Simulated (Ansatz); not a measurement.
# Molecular dynamics, step by step

Si2H8Se, singlet, PBE0-D4/def2-SVP (Ansatz 0.2.0). Settings (timestep in fs, temperature in K; T counts 27 degrees of freedom):

```yaml
hamiltonian: {xc: pbe0, dispersion: d4}
md: {n_steps: 30, timestep: 0.5, temperature: 700, ensemble: nvt_nose_hoover, seed: 167, initial_velocities: maxwell_boltzmann}
```

Start, the saddle point found with PBE0-D4 in triple zeta (not stationary at another level):

```xyz
11
angstrom
Si -1.1317 0.2630 -0.2772
Si 0.8019 -1.1203 0.6962
H -1.5885 -1.1647 -0.0271
H -1.9236 1.0442 0.6949
H -1.3061 0.3947 -1.7384
H 0.4876 0.5588 0.1518
Se 0.4849 2.4454 -0.4050
H 2.1927 -0.7053 1.0183
H 0.0861 -1.5549 1.9182
H 0.8013 -2.1481 -0.3710
H 1.0952 1.9872 -1.6605
```

```
step  time (fs)  potential energy less the start (meV)  kinetic energy (meV)  T (K)
   0       0.00                                    0.0                 814.3    700
   2       1.00                                   77.8                 737.0    634
   4       2.00                                  248.5                 568.4    489
   6       3.00                                  387.3                 431.2    371
   8       4.00                                  406.2                 411.4    354
  10       5.00                                  358.1                 457.8    393
  12       6.00                                  350.9                 464.7    399
  14       7.00                                  424.4                 392.0    337
  16       8.00                                  545.6                 272.1    234
  18       9.00                                  658.6                 159.9    137
  20      10.00                                  718.6                 100.4     86
  22      11.00                                  702.1                 117.0    101
  24      12.00                                  610.3                 208.6    179
  26      13.00                                  469.3                 349.2    300
  28      14.00                                  327.1                 491.0    422
  30      15.00                                  239.2                 579.0    498
```

Step 4, positions (Å) and forces (eV/Å):

```tsv
atom	x	y	z	Fx	Fy	Fz
Si1	-1.127	0.274	-0.279	-0.394	-0.345	0.887
Si2	0.807	-1.120	0.702	-2.796	-0.939	-0.913
H3	-1.623	-1.151	-0.033	0.005	-0.081	0.019
H4	-1.941	1.004	0.761	0.268	0.001	-0.335
H5	-1.259	0.326	-1.724	-0.103	0.201	-0.696
H6	0.476	0.552	0.083	0.206	0.095	0.251
Se7	0.483	2.443	-0.405	-0.391	0.409	0.905
H8	2.099	-0.706	0.906	2.631	0.877	0.724
H9	0.028	-1.557	1.900	0.249	0.057	-0.001
H10	0.837	-2.150	-0.386	-0.115	0.033	0.129
H11	1.084	1.979	-1.613	0.441	-0.307	-0.970
```

Step 12, positions (Å) and forces (eV/Å):

| atom | x | y | z | Fx | Fy | Fz |
| --- | --- | --- | --- | --- | --- | --- |
| Si1 | -1.120 | 0.294 | -0.280 | -0.723 | -1.072 | 0.413 |
| Si2 | 0.805 | -1.123 | 0.708 | -0.729 | -0.157 | -1.295 |
| H3 | -1.688 | -1.130 | -0.043 | 0.193 | 0.038 | -0.004 |
| H4 | -1.939 | 0.926 | 0.847 | 0.489 | 0.235 | -0.627 |
| H5 | -1.176 | 0.215 | -1.767 | -0.130 | 0.434 | -0.024 |
| H6 | 0.478 | 0.549 | -0.019 | 0.313 | 0.016 | 0.615 |
| Se7 | 0.480 | 2.438 | -0.404 | -0.010 | 0.176 | 0.016 |
| H8 | 2.191 | -0.611 | 0.762 | 0.210 | 0.103 | 0.708 |
| H9 | -0.052 | -1.553 | 1.863 | 0.603 | 0.104 | 0.081 |
| H10 | 0.891 | -2.148 | -0.397 | -0.245 | 0.058 | 0.331 |
| H11 | 1.108 | 1.929 | -1.625 | 0.029 | 0.064 | -0.213 |

Step 14, positions (Å) and forces (eV/Å):

```json
{"atom": "Si1", "x": "-1.119", "y": "0.298", "z": "-0.279", "Fx": "-0.605", "Fy": "-1.254", "Fz": "0.003"}
{"atom": "Si2", "x": "0.803", "y": "-1.124", "z": "0.709", "Fx": "0.284", "Fy": "0.343", "Fz": "-1.348"}
{"atom": "H3", "x": "-1.700", "y": "-1.124", "z": "-0.045", "Fx": "0.229", "Fy": "0.043", "Fz": "-0.013"}
{"atom": "H4", "x": "-1.926", "y": "0.910", "z": "0.853", "Fx": "0.413", "Fy": "0.359", "Fz": "-0.525"}
{"atom": "H5", "x": "-1.158", "y": "0.197", "z": "-1.785", "Fx": "-0.139", "Fy": "0.483", "Fz": "0.286"}
{"atom": "H6", "x": "0.486", "y": "0.549", "z": "-0.031", "Fx": "0.270", "Fy": "0.010", "Fz": "0.653"}
{"atom": "Se7", "x": "0.479", "y": "2.437", "z": "-0.403", "Fx": "0.218", "Fy": "-0.013", "Fz": "-0.446"}
{"atom": "H8", "x": "2.248", "y": "-0.575", "z": "0.745", "Fx": "-0.802", "Fy": "-0.298", "Fz": "0.685"}
{"atom": "H9", "x": "-0.058", "y": "-1.550", "z": "1.855", "Fx": "0.575", "Fy": "0.070", "Fz": "0.190"}
{"atom": "H10", "x": "0.899", "y": "-2.146", "z": "-0.392", "Fx": "-0.241", "Fy": "-0.005", "Fz": "0.286"}
{"atom": "H11", "x": "1.120", "y": "1.914", "z": "-1.642", "Fx": "-0.202", "Fy": "0.263", "Fz": "0.229"}
```

Last step (30):

Si1  (-1.111, 0.313, -0.282)
Si2  (0.801, -1.123, 0.698)
H3  (-1.724, -1.079, -0.068)
H4  (-1.785, 0.987, 0.853)
H5  (-1.074, 0.229, -1.753)
H6  (0.571, 0.563, 0.076)
Se7  (0.473, 2.429, -0.403)
H8  (2.172, -0.514, 0.819)
H9  (0.042, -1.520, 1.917)
H10  (0.896, -2.192, -0.323)
H11  (1.091, 1.933, -1.602)
(Å)

Hardware: 4 CPU threads of an Arm Neoverse V1, shared host. Wall time about 47 s.
